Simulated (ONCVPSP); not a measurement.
## What one change does to a pseudopotential (magnesium, ONCV)

| Property | Result |
| --- | --- |
| Element | magnesium (Mg) |
| Generator | ONCVPSP 4.0.1 |
| Type | optimised norm-conserving Vanderbilt (ONCV) |
| Functional | PBE |
| Relativity | scalar-relativistic |
| Frozen core | [He] 2s2 |
| Valence charge | 8 |
| Reference configuration | 2p6 3s1.75 3p0.25 |
| Partial waves | 3s: rc 2.65 bohr, ncon 4, nbas 7, qcut 2 1/bohr, 2 projectors, debl 2.3 Ha; 2p+3p: rc 1.10 bohr, ncon 3, nbas 8, qcut 12 1/bohr, 2 projectors |
| Local potential | polynomial inside 0.95 bohr (lpopt 3, dvloc0 4 Ha) |
| Core correction | Teter function, fcfact 2, rcfact 1.5 |

All-electron outer shells of the reference configuration (PBE, scalar-relativistic, ld1.x):

| shell | level (eV) | outermost node (bohr) | outermost maximum (bohr) |
| --- | --- | --- | --- |
| 1s | -1260.21 | – | 0.09 |
| 2s | -80.39 | 0.18 | 0.54 |
| 2p | -47.16 | – | 0.48 |
| 3s | -4.97 | 0.90 | 2.53 |
| 3p | -1.54 | 0.96 | 3.46 |

Change: s: qcut 2.5.

Cutoffs: the cutoffs (Ha) at which the residual kinetic energy of the hardest occupied pseudo-wave falls to 1 and 0.1 mHa per electron; they do not see the model core or the augmentation charge, which bear on the density cutoff. Errors are all-electron minus pseudo energies relative to the spin-unpolarised reference configuration.

Task: How do hardness, ghosts and transferability respond?

Result: The potential gets neither clearly harder nor softer (56 Ha and 64 Ha → 56 Ha and 64 Ha); the p channel sets the loose cutoff, while the largest relative change is in s, which becomes softer; of the 3 tests that both files solve, the error grows in 0 and shrinks in 1 by more than 15 % and 0.3 meV (median size 0.9 → 0.7 meV); neither file shows a bound ghost.

```csv
quantity,base,changed
"cutoff, loose",56 Ha,56 Ha
"cutoff, tight",64 Ha,64 Ha
loose cutoff by channel,"s 5.8 Ha, p 56 Ha","s 3.0 Ha, p 56 Ha"
bound ghosts,none,none
GHOST(+) flags under 300 eV,s at 96.9 eV,s at 95.0 eV
tests with a reliable result,3 of 4,3 of 4
"error for 2p6 3s2 3p0, meV [ΔE -0.85 eV]",-0.2,0.0
"error for 2p6 3s1 3p0, meV [ΔE 7.11 eV]",-0.9,+0.7
"error for 2p6 3s1 3p1, meV [ΔE 2.64 eV]",-2.1,-0.9
s: phases at 2.68 bohr within 0.05 rad from the reference energy up to (Ha; the scan ends near 5),n/a,n/a
p: phases at 1.11 bohr within 0.05 rad from the reference energy up to (Ha; the scan ends near 5),to the end of the scan,to the end of the scan
"rms error of d²Exc/dni dnj with the model core, mHa",3.81,3.83
```
